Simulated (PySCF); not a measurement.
## Orbital picture of CSe

PBE at R = 1.670 Å; basis C x2c-TZVPPall, Se x2c-TZVPPall; spin-free X2C with a Gaussian nucleus; PySCF 2.14. State: ¹Σ⁺ (singlet), closed shell. Only the outer orbitals are listed, counted within each symmetry.

| orbital | occ. | ε (eV) | on C (%) | main shells (%) |
| --- | --- | --- | --- | --- |
| 8σ | 2 | -20.22 | 32 | 64 Se s, 23 C s, 8 C p |
| 9σ | 2 | -12.94 | 40 | 39 C s, 31 Se p, 28 Se s |
| 4π | 2 | -8.18 | 31 | 68 Se p, 30 C p |
| 4π | 2 | -8.18 | 31 | 68 Se p, 30 C p |
| 10σ | 2 | -7.07 | 77 | 40 C p, 36 C s, 24 Se p |
| 5π | 0 | -3.42 | 62 | 62 C p, 32 Se p |
| 5π | 0 | -3.42 | 62 | 62 C p, 32 Se p |
| 11σ | 0 | 1.07 | 14 | 67 Se p, 22 C p, 16 Se d |

Problem. Which are the highest filled and the lowest empty level, where do they sit, and how wide is the gap?

Solution. Highest filled 10σ at -7.07 eV (in %: 40 C p, 36 C s, 24 Se p); lowest empty 5π at -3.42 eV (in %: 62 C p, 32 Se p); the gap at PBE is 3.65 eV.

The bond order (Mayer) is 2.63, the ⟨S²⟩ is 0.000 and the charge on C (Mulliken, basis-dependent) is -0.20. The charge on C (Löwdin, basis-dependent) is -0.53, the dipole moment (positive dipole means C(−)Se(+)) is 2.19 D and the polarisability along the bond is 46.4 bohr³. The polarisability across the bond is 24.6 bohr³.
